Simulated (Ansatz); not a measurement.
A structure relaxed at PBE0-D4/def2-TZVP, charge 0, multiplicity 1:

Cartesian coordinates in Å:
```
F -0.326 -1.928 0.266
C -0.530 -1.314 -0.903
F -1.791 -0.885 -0.919
F -0.382 -2.214 -1.878
C 0.454 -0.177 -1.106
O 0.353 0.748 -0.084
Ti 0.171 1.366 1.553
F -1.345 0.827 2.235
F 1.489 0.771 2.539
F 0.216 3.115 1.506
H 1.460 -0.605 -1.143
H 0.231 0.296 -2.067
```

**Question.** Give its formula and SMILES.

**Answer.** C2H2F6OTi, `FC(F)(F)C[O][Ti]([F])([F])[F]`.

**Question.** Summarise the bond lengths by kind.

**Answer.** 3 × C–F 1.333 to 1.336 Å; 1 × C–C 1.517 Å; 1 × C–O 1.382 Å; 2 × C–H 1.094 Å; 1 × O–Ti 1.759 Å; 3 × F–Ti 1.747 to 1.751 Å.

All numbers were calculated with Ansatz.
